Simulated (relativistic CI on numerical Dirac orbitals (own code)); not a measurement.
**Sc+: resonant inelastic scattering at the M2,3 edge**

Computed with this model: Dirac-Coulomb-Breit CI, separate exchange-only KLI orbitals for each configuration, model QED (radiative potential, 1s self-energy scaled to tabulated hydrogen-like ionisation energies), valence Slater integrals scaled by 0.9, Kramers-Heisenberg scattering through one core-hole configuration in a parametric crystal field; configurations [Ar] 3d2 → [Ne] 3s2 3p5 3d3; 300 K; core-hole width 0.8 eV; summed over polarisations. Incident energies are the highest absorption maxima for each field (at most a few, so the weaker spin-orbit partner edge can be absent), on the computed scale of the free ion. Intensities are in per cent of the strongest line above 0.02 eV; levels within 1 cm⁻¹ are merged; final levels count from the ground level, the first row holds all elastic scattering, lines under 0.4 are left out and each table stops after 24 rows. The scale of the Slater integrals is a model choice and moves the terms in proportion. The configuration is assumed, with all valence electrons in the open shell; the free ion's ground configuration is another.

Field parameters in Wybourne normalisation: D3d B²₀ = −7Dσ, B⁴₀ = −14Dq − 21Dτ, B⁴₃ = −14√(10/7) Dq; Td as Oh with Dq negative (B⁴₀ = 21Dq, B⁴₄ = √(5/14) B⁴₀). The field is a parameter set, without covalency.

S is read from ⟨S²⟩ = S(S + 1).

Td, 10Dq = -5600 cm⁻¹:

```
Final level (eV)  Degeneracy  Irrep     S  35.6 eV  39.8 eV  42.2 eV
           0.000           3     T2  1.00    109.2    245.6     38.9
           0.692           1     A2  1.00      6.8     10.4      8.1
           0.693           3     T2  1.00     21.6     33.5     23.8
           0.695           2      E  1.00     15.6     22.5     15.1
           0.696           3     T1  1.00     23.3     33.5     23.0
           1.145           3     T2  1.00      3.9    100.0     12.1
           1.145           2      E  1.00      2.8     66.5      8.1
           1.151           3     T1  1.00      3.5     91.2      9.4
           1.154           1     A1  1.00      1.1     29.0      2.7
           2.004           1     A1  1.00      0.0      0.9     12.3
           2.005           3     T1  1.00      0.0      3.4     36.4
           2.007           2      E  1.00      0.0      3.6     23.1
           2.007           3     T2  1.00      0.0      5.6     34.6
```

D3d, 10Dq = 4000, Dσ = -1000, Dτ = 200 cm⁻¹:

```tsv
Final level (eV)	Degeneracy	Irrep	S	35.4 eV	39.5 eV	41.7 eV
0.000	2	E	1.00	184.7	442.6	131.1
0.004	2	E	1.00	2.4	5.5	1.6
0.008	1	A1	1.00	6.9	19.2	6.7
0.009	1	A2	1.00	6.8	18.8	6.7
0.056	2	E	1.00	14.3	64.1	22.3
0.056	1	A1	1.00	7.1	31.5	11.0
0.510	3	A2+E	1.00	24.9	100.0	64.6
0.611	1	A1	1.00	12.3	24.7	24.1
0.611	1	A2	1.00	12.1	24.3	24.3
0.613	2	E	1.00	20.6	45.2	44.5
0.615	2	E	1.00	17.3	40.1	40.5
0.912	1	A1	0.14	0.2	2.5	1.3
0.928	2	E	0.99	5.8	68.4	31.8
0.930	1	A1	0.95	2.7	32.1	14.9
0.945	2	E	0.03	0.1	1.4	0.7
1.618	1	A1	1.00	1.1	31.2	33.3
1.618	2	E	1.00	2.2	63.9	66.7
1.735	1	A1	1.00	0.4	11.6	21.9
1.735	1	A2	1.00	0.4	11.5	22.0
1.737	2	E	1.00	0.7	22.2	38.0
1.739	2	E	1.00	0.8	21.0	32.7
```

Td, 10Dq = -2600 cm⁻¹:

| Final level (eV) | Degeneracy | Irrep | S | 35.3 eV | 39.4 eV | 41.6 eV |
| --- | --- | --- | --- | --- | --- | --- |
| 0.000 | 3 | T2 | 1.00 | 52.7 | 124.3 | 32.4 |
| 0.320 | 1 | A2 | 1.00 | 4.8 | 3.6 | 6.8 |
| 0.321 | 3 | T2 | 1.00 | 14.3 | 12.4 | 20.4 |
| 0.323 | 2 | E | 1.00 | 10.0 | 8.4 | 13.3 |
| 0.324 | 3 | T1 | 1.00 | 15.4 | 12.4 | 20.2 |
| 0.559 | 5 | E+T2 | 1.00 | 4.8 | 100.0 | 23.2 |
| 0.565 | 3 | T1 | 1.00 | 2.4 | 54.3 | 11.9 |
| 0.569 | 1 | A1 | 1.00 | 0.8 | 17.2 | 3.6 |
| 1.473 | 1 | A1 | 1.00 | 0.0 | 0.6 | 7.5 |
| 1.475 | 3 | T1 | 1.00 | 0.0 | 1.7 | 21.8 |
| 1.478 | 2 | E | 1.00 | 0.0 | 1.3 | 13.5 |
| 1.478 | 3 | T2 | 1.00 | 0.0 | 2.0 | 20.3 |

For the first field the strongest loss at the lowest incident energy is the level at 0.70 eV (S = 1.00, against 1.00 in the thermal ground state).
